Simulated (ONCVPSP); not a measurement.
# Plane-wave convergence, ONCV potential for thallium (Tl)

| Item | Value |
| --- | --- |
| Element | thallium |
| Generator | ONCVPSP 4.0.1 |
| Type | optimised norm-conserving Vanderbilt (ONCV) |
| Functional | LDA (Perdew-Wang 92) |
| Relativity | fully relativistic |
| Frozen core | [Xe] 4f14 |
| Valence charge | 13 |
| Reference configuration | 5d10 6s2 6p1 |
| Partial waves | 6s: rc 1.95 bohr, ncon 3, nbas 6, qcut 2.7 1/bohr, 2 projectors, debl 0.9 Ha; 6p: rc 3.10 bohr, ncon 4, nbas 7, qcut 3.2 1/bohr, 1 projector; 5d: rc 2.00 bohr, ncon 4, nbas 9, qcut 9.6 1/bohr, 2 projectors, debl 2.5 Ha; f scattering state at 0.46 Ha: rc 2.95 bohr, ncon 4, nbas 7, qcut 4.2 1/bohr, 2 projectors, debl 1.2 Ha |
| Local potential | polynomial inside 1.30 bohr (lpopt 5, dvloc0 2 Ha) |
| Core correction | Teter function, fcfact 2.25, rcfact 1.5 |

Open shells are filled in proportion to 2j + 1.

Question: For each optimised wave give the share of its norm inside rc, the residual kinetic energy above qcut (Ha) and the cutoffs (Ha) for errors of 10, 1, 0.1 and 0.01 mHa per electron.

Answer:

```csv
wave,norm inside rc,residual KE,10 mHa,1 mHa,0.1 mHa,0.01 mHa
6s,0.293,1.0e-02,3.8,17.0,24.2,48.9
s projector 2,0.155,1.7e-02,4.1,18.1,37.7,75.5
6p j=3/2,0.348,4.3e-05,0.8,3.2,4.7,11.5
6p j=1/2,0.499,5.9e-05,1.2,2.4,4.9,13.0
5d j=5/2,0.858,1.6e-09,18.9,24.5,29.4,33.6
d projector 2 j=5/2,0.143,7.4e-10,17.6,23.3,28.5,32.9
5d j=3/2,0.882,1.6e-09,19.8,25.3,30.1,34.3
d projector 2 j=3/2,0.151,8.8e-10,18.4,24.3,29.4,33.8
f projector 1 j=7/2,0.227,7.2e-05,4.2,6.5,8.9,19.7
f projector 2 j=7/2,0.252,8.8e-03,8.7,17.0,28.4,31.7
f projector 1 j=5/2,0.229,7.6e-05,4.3,6.6,8.9,19.9
f projector 2 j=5/2,0.253,9.4e-03,8.8,17.4,28.5,31.8
```

The occupied waves need 25 Ha and 30 Ha for 1 and 0.1 mHa. Note: ghosts flagged at negative energy: s at -81.3 eV, p3/2 at -42.3 eV, f7/2 at -236.0 eV, p1/2 at -25.3 eV, f5/2 at -150.3 eV; no localised positive-energy state flagged. A true bound ghost makes a file unfit for plane-wave use. 2 of 4 tests not solved or not reliable.
